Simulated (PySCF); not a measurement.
One of the candidates below gave these computed data.

All candidates are C2H12O2Si4.

- Dipole: 2.85 D [PBE0/pcSseg-1]
- 13C NMR: chemical shifts (computed TMS as zero) by class: 262.8 (1 C), -7.5 (1 C) ppm [GIAO PBE0/pcSseg-1]
- Rotational structure: rotational constants A, B, C: 1.013, 0.733, 0.570 GHz [GFN2-xTB]
- NMR, other nuclei: isotropic shieldings of nuclei other than C and H, by class: -559 (1 O), 319 (1 O), 380 (1 Si), 421 (1 Si), 422 (1 Si), 497 (1 Si) ppm [GIAO PBE0/pcSseg-1]
- 1H NMR: chemical shifts (computed TMS as zero) by class: 12.71 (1 H), 5.65 (1 H), 5.54 (1 H), 4.80 (1 H), 4.66 (1 H), 4.30 (1 H), 4.10 (1 H), 3.93 (1 H), 2.87 (1 H), 0.38 (3 H) ppm [GIAO PBE0/pcSseg-1]

Electronic properties: PySCF, gas phase, density fitting. Levels stand in brackets. One conformer (not necessarily the lowest) at the GFN2-xTB geometry, without solvent, vibrations or thermal averaging. NMR values are class means; diastereotopic atoms form classes of their own.

Question: Which candidate is it?
A. `[SiH3]O[Si@@H]1C[SiH2][SiH2]CO1`
B. `C[SiH2][Si@H]([SiH2]O)[SiH2]C=O`
C. `O=CC([SiH3])([SiH3])[SiH2]O[SiH3]`

Answer: B. It is `C[SiH2][Si@H]([SiH2]O)[SiH2]C=O`. Numbering: `[CH3:1][SiH2:2][Si@H:3]([SiH2:4][OH:5])[SiH2:6][CH:7]=[O:8]`. Its formula, C2H12O2Si4, gives 1 degree of unsaturation: 0 rings and 1 π bond in the structure found. 2 carbons fall into 2 classes; from least to most shielded: carbonyl carbon [C7] (262.8 ppm), Si-methyl carbon [C1] (-7.5 ppm). Hydrogen classes from least to most shielded: 1 H on a carbonyl carbon, C7 (12.71 ppm), 1 H on an oxygen-bound silicon, Si4 (5.65 ppm), 1 H on an oxygen-bound silicon, Si4 (5.54 ppm), 1 H on a silanol oxygen, O5 (4.80 ppm), 1 H on an SiH2 silicon, Si6 (4.66 ppm), 1 H on an SiH2 silicon, Si6 (4.30 ppm), 1 H on an SiH2 silicon, Si2 (4.10 ppm), 1 H on an SiH2 silicon, Si2 (3.93 ppm), 1 H on an SiH silicon, Si3 (2.87 ppm), 3 H on an Si-methyl carbon, C1 (0.38 ppm). The other shieldings belong to: -559 ppm, carbonyl oxygen [O8]; 319 ppm, silanol oxygen [O5]; 380 ppm, oxygen-bound silicon [Si4]; 421 ppm, SiH2 silicon [Si6]; 422 ppm, SiH2 silicon [Si2]; 497 ppm, SiH silicon [Si3]. The optimised geometry has point group C1 and is an asymmetric top.

The others, at the same levels:
- `O=CC([SiH3])([SiH3])[SiH2]O[SiH3]` fails: its computed 13C shifts are 209.4 (1 C), 37.4 (1 C) ppm, 1H shifts are 9.94 (1 H), 5.22 (2 H), 5.05 (3 H), 4.07 (6 H) ppm and rotational constant A is 1.493 GHz (against 1.013 GHz).
- `[SiH3]O[Si@@H]1C[SiH2][SiH2]CO1` fails: its computed 13C shifts are 53.9 (1 C), -7.7 (1 C) ppm, 1H shifts are 5.30 (3 H), 4.71 (1 H), 4.57 (1 H), 4.48 (1 H), 4.48 (1 H), 4.39 (1 H), 4.07 (1 H), 3.63 (1 H), 0.09 (1 H), -0.30 (1 H) ppm and rotational constant A is 1.318 GHz (against 1.013 GHz).

Each candidate is one conformer, not necessarily the lowest. The conformers computed, where there is a choice (atom-mapped SMILES and torsion angles):
- `[O:1]=[CH:2][C:3]([SiH3:4])([SiH3:5])[SiH2:6][O:7][SiH3:8]`: O1–C2–C3–Si4 128°, C2–C3–Si6–O7 52°, C3–Si6–O7–Si8 1°

The conformers of `C[SiH2][Si@H]([SiH2]O)[SiH2]C=O` and `[SiH3]O[Si@@H]1C[SiH2][SiH2]CO1` aren't listed.
